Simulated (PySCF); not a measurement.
A GIAO shielding run with PySCF (density fitting, non-relativistic, gas phase) on SMILES C[Si@@H]1CCC[SiH2]1, C$_{4}$H$_{12}$Si$_{2}$:

```
$ OMP_NUM_THREADS=1 python probes_run.py task.json out

{"job": {"kind": "nmr", "xc": "PBE0", "basis": "pcSseg-1"}, "charge": 0, "multiplicity": 1}
C      2.662589     0.168385     0.180937
Si     0.983689     0.017697    -0.702404
C     -0.250398     1.337866    -0.056144
C     -1.664483     0.759814    -0.122403
C     -1.750450    -0.598149     0.576616
Si    -0.395710    -1.753238    -0.128068
H      2.562866     0.035342     1.254130
H      3.355224    -0.584869    -0.180549
H      3.117056     1.139770     0.009666
H      1.218051     0.244675    -2.142884
H     -0.020741     1.593266     0.980912
H     -0.210172     2.269206    -0.621343
H     -1.952968     0.640675    -1.170917
H     -2.375888     1.457745     0.331037
H     -1.594612    -0.453760     1.647778
H     -2.754645    -1.006377     0.462097
H     -0.956326    -2.545658    -1.230893
H      0.018160    -2.716075     0.900777
```

Hardware: 1 thread of an Arm Neoverse N1, shared host. The job also computes population analyses, field gradients, ring-centre shieldings.

(1) How large is the calculation?

(2) How long does it take, and how much memory does it need?

Answers

(1) 64 electrons, 176 basis functions and 958 auxiliary functions.

(2) 49 s of wall time, with 12 SCF cycles and 4 response iterations; peak memory 0.74 GiB. Times on a shared host scatter by some tens of per cent.
